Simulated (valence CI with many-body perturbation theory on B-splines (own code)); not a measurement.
## E1 line list for I⁴⁷⁺

Computed by relativistic CI+MBPT: four valence electrons over a frozen Dirac-Fock core [He], a basis of 11 s, 11 p, 9 d, 7 f, 5 g, 2 h, 1 i functions for each j, with the one-electron correlation potential Σ1, the two-electron term Σ2, the three-electron term Σ3, Breit, model QED; selected CI, second order for the rest (own B-spline code, finite nucleus).

The last digits are not significant, and no measured levels were compared; by estimate large intervals hold to a few tenths of a per cent, small ones and those within an open d or f shell to about a per cent. Among the levels kept, up to 260 cm⁻¹ of a level comes from second order outside the variational space, and about a tenth of that is noise between levels of different J, which matters for small intervals.

Lines 151 to 200 of 267 in falling wavelength, among levels below 5595.0 eV, chosen from the strongest by gf and those to the six lowest levels. Wavelengths and rates use the calculated energies. Electric multipoles are in the length gauge, E1 and E2 with the static RPA response of the core. Weak lines are less certain than strong ones. Lines between different terms over intervals too small for the method are left out, as are lines whose strength nearly cancels. The highest levels of a list are the least certain.

Levels are named by their leading jj configuration (3d3/2^4 stands for four electrons in 3d with j = 3/2), which in mixed levels can hold well under half, so a name can repeat and another be missing. Letters in brackets count levels of one name in rising energy.

| λ vac (Å) | Upper | Lower | A (s⁻¹) | S (a.u.) with core polarisation | S without |
| --- | --- | --- | --- | --- | --- |
| 2.612 | (2s 2p1/2^2 3d5/2) J=3 | (2s 2p1/2^2 2p3/2) J=2 | 3.46e+14 | 2.13e-02 | 2.13e-02 |
| 2.612 | (2s 2p1/2 2p3/2 3d5/2) J=4 [b] | (2s 2p1/2 2p3/2^2) J=3 | 4.70e+14 | 3.72e-02 | 3.72e-02 |
| 2.609 | (2s 2p1/2 2p3/2 3d3/2) J=3 [c] | (2s 2p1/2 2p3/2^2) J=3 | 4.46e+13 | 2.74e-03 | 2.74e-03 |
| 2.609 | (2s^2 2p1/2 3d5/2) J=2 | (2s^2 2p1/2 2p3/2) J=2 | 4.25e+13 | 1.86e-03 | 1.87e-03 |
| 2.608 | (2s 2p1/2 2p3/2 3d5/2) J=3 [a] | (2s 2p1/2 2p3/2^2) J=2 [a] | 3.75e+14 | 2.30e-02 | 2.30e-02 |
| 2.608 | (2s^2 2p1/2 3d5/2) J=3 | (2s^2 2p1/2 2p3/2) J=2 | 3.48e+14 | 2.13e-02 | 2.14e-02 |
| 2.607 | (2s 2p1/2 2p3/2 3d5/2) J=1 [a] | (2s 2p1/2 2p3/2^2) J=2 [a] | 4.38e+13 | 1.15e-03 | 1.15e-03 |
| 2.606 | (2s^2 2p1/2 3d3/2) J=1 | (2s^2 2p1/2 2p3/2) J=1 | 4.46e+13 | 1.17e-03 | 1.17e-03 |
| 2.604 | (2s^2 2p3/2 3d5/2) J=2 | (2s^2 2p3/2^2) J=2 | 2.95e+14 | 1.29e-02 | 1.29e-02 |
| 2.604 | (2s 2p1/2^2 3d5/2) J=2 | (2s 2p1/2^2 2p3/2) J=2 | 1.44e+13 | 6.26e-04 | 6.27e-04 |
| 2.601 | (2s^2 2p1/2 3d5/2) J=2 | (2s^2 2p1/2 2p3/2) J=1 | 3.43e+14 | 1.49e-02 | 1.49e-02 |
| 2.598 | (2s 2p1/2 2p3/2 3d5/2) J=2 [b] | (2s 2p1/2 2p3/2^2) J=2 [a] | 2.65e+13 | 1.15e-03 | 1.15e-03 |
| 2.597 | (2s^2 2p3/2 3d5/2) J=3 | (2s^2 2p3/2^2) J=2 | 6.28e+14 | 3.80e-02 | 3.81e-02 |
| 2.597 | (2s 2p1/2 2p3/2 3p1/2) J=1 [b] | (2s^2 2p3/2^2) J=2 | 5.64e+12 | 1.46e-04 | 1.46e-04 |
| 2.597 | (2s 2p1/2 2p3/2 3p1/2) J=2 [c] | (2s^2 2p3/2^2) J=2 | 7.09e+12 | 3.06e-04 | 3.07e-04 |
| 2.596 | (2s 2p1/2 2p3/2 3d5/2) J=3 [b] | (2s 2p1/2 2p3/2^2) J=2 [a] | 7.66e+13 | 4.63e-03 | 4.63e-03 |
| 2.593 | (2s^2 2p3/2 3d5/2) J=1 | (2s^2 2p3/2^2) J=2 | 2.76e+13 | 7.14e-04 | 7.15e-04 |
| 2.592 | (2s 2p1/2 2p3/2 3d5/2) J=4 [c] | (2s 2p1/2 2p3/2^2) J=3 | 1.12e+14 | 8.68e-03 | 8.69e-03 |
| 2.590 | (2s 2p1/2 2p3/2 3s) J=2 [a] | (2s 2p1/2^2 2p3/2) J=2 | 9.78e+12 | 4.19e-04 | 4.18e-04 |
| 2.590 | (2s 2p1/2 2p3/2 3p3/2) J=3 [a] | (2s^2 2p3/2^2) J=2 | 1.37e+13 | 8.21e-04 | 8.21e-04 |
| 2.589 | (2s^2 2p3/2 3p3/2) J=2 | (2s 2p1/2^2 2p3/2) J=1 | 1.14e+12 | 4.87e-05 | 4.87e-05 |
| 2.581 | (2s 2p1/2 2p3/2 3p3/2) J=2 [a] | (2s^2 2p3/2^2) J=2 | 1.40e+12 | 5.95e-05 | 5.95e-05 |
| 2.580 | (2s 2p1/2 2p3/2 3s) J=1 [a] | (2s 2p1/2^2 2p3/2) J=2 | 7.45e+12 | 1.89e-04 | 1.89e-04 |
| 2.578 | (2s 2p1/2 2p3/2 3s) J=3 | (2s 2p1/2^2 2p3/2) J=2 | 3.84e+12 | 2.27e-04 | 2.26e-04 |
| 2.576 | (2s 2p1/2 2p3/2 3s) J=1 [b] | (2s 2p1/2^2 2p3/2) J=1 | 6.96e+12 | 1.76e-04 | 1.76e-04 |
| 2.576 | (2s 2p1/2 2p3/2 3d5/2) J=3 [c] | (2s 2p1/2 2p3/2^2) J=2 [a] | 9.67e+13 | 5.71e-03 | 5.71e-03 |
| 2.574 | (2s 2p1/2 2p3/2 3s) J=1 [c] | (2s 2p1/2^2 2p3/2) J=1 | 1.08e+13 | 2.72e-04 | 2.71e-04 |
| 2.573 | (2s 2p1/2 2p3/2 3s) J=2 [c] | (2s 2p1/2^2 2p3/2) J=1 | 8.93e+12 | 3.75e-04 | 3.74e-04 |
| 2.572 | (2s 2p1/2 2p3/2 3s) J=0 | (2s 2p1/2^2 2p3/2) J=1 | 1.56e+13 | 1.31e-04 | 1.31e-04 |
| 2.570 | (2s 2p1/2 2p3/2 3p3/2) J=2 [b] | (2s^2 2p3/2^2) J=2 | 1.54e+12 | 6.47e-05 | 6.47e-05 |
| 2.567 | (2s 2p1/2 2p3/2 3s) J=2 [b] | (2s 2p1/2^2 2p3/2) J=2 | 1.84e+12 | 7.67e-05 | 7.64e-05 |
| 2.566 | (2s^2 2p3/2 3p3/2) J=3 | (2s 2p1/2^2 2p3/2) J=2 | 6.53e+12 | 3.81e-04 | 3.80e-04 |
| 2.565 | (2s^2 2p1/2 3s) J=1 | (2s^2 2p1/2^2) J=0 | 1.46e+13 | 3.64e-04 | 3.63e-04 |
| 2.565 | (2s 2p1/2^2 3p3/2) J=2 | (2s^2 2p1/2 2p3/2) J=2 | 1.38e+12 | 5.76e-05 | 5.74e-05 |
| 2.564 | (2s 2p1/2 2p3/2 3p3/2) J=3 [b] | (2s^2 2p3/2^2) J=2 | 2.81e+12 | 1.63e-04 | 1.64e-04 |
| 2.562 | (2s^2 2p3/2 3s) J=2 | (2s^2 2p1/2 2p3/2) J=2 | 6.23e+12 | 2.59e-04 | 2.58e-04 |
| 2.559 | (2s^2 2p3/2 3s) J=1 | (2s^2 2p1/2 2p3/2) J=2 | 1.21e+13 | 3.01e-04 | 3.00e-04 |
| 2.557 | (2s^2 2p3/2 3p3/2) J=2 | (2s 2p1/2^2 2p3/2) J=2 | 3.03e+12 | 1.25e-04 | 1.25e-04 |
| 2.557 | (2s 2p1/2^2 3p3/2) J=2 | (2s^2 2p1/2 2p3/2) J=1 | 8.23e+12 | 3.40e-04 | 3.39e-04 |
| 2.551 | (2s^2 2p3/2 3s) J=1 | (2s^2 2p1/2 2p3/2) J=1 | 3.02e+12 | 7.42e-05 | 7.40e-05 |
| 2.544 | (2s 2p1/2 2p3/2 3p3/2) J=3 [c] | (2s^2 2p3/2^2) J=2 | 3.23e+12 | 1.84e-04 | 1.84e-04 |
| 2.490 | (2s 2p1/2 2p3/2 3d3/2) J=2 [b] | (2s 2p1/2^2 2p3/2) J=1 | 6.49e+12 | 2.47e-04 | 2.48e-04 |
| 2.489 | (2s 2p1/2 2p3/2 3d3/2) J=1 [b] | (2s 2p1/2^2 2p3/2) J=1 | 8.80e+12 | 2.01e-04 | 2.01e-04 |
| 2.486 | (2s 2p1/2 2p3/2 3d5/2) J=1 [a] | (2s 2p1/2^2 2p3/2) J=1 | 2.23e+13 | 5.07e-04 | 5.08e-04 |
| 2.482 | (2s 2p1/2 2p3/2 3d3/2) J=2 [a] | (2s 2p1/2^2 2p3/2) J=2 | 8.42e+13 | 3.18e-03 | 3.18e-03 |
| 2.481 | (2s 2p1/2 2p3/2 3d3/2) J=1 [a] | (2s 2p1/2^2 2p3/2) J=2 | 3.06e+13 | 6.92e-04 | 6.92e-04 |
| 2.479 | (2s 2p1/2 2p3/2 3d3/2) J=3 [a] | (2s 2p1/2^2 2p3/2) J=2 | 1.12e+14 | 5.89e-03 | 5.90e-03 |
| 2.479 | (2s 2p1/2 2p3/2 3d5/2) J=2 [b] | (2s 2p1/2^2 2p3/2) J=1 | 8.24e+12 | 3.10e-04 | 3.10e-04 |
| 2.475 | (2s 2p1/2 2p3/2 3p1/2) J=1 [a] | (2s^2 2p1/2 2p3/2) J=2 | 7.96e+12 | 1.79e-04 | 1.79e-04 |
| 2.472 | (2s 2p1/2 2p3/2 3d5/2) J=1 [b] | (2s 2p1/2^2 2p3/2) J=1 | 1.05e+14 | 2.35e-03 | 2.35e-03 |
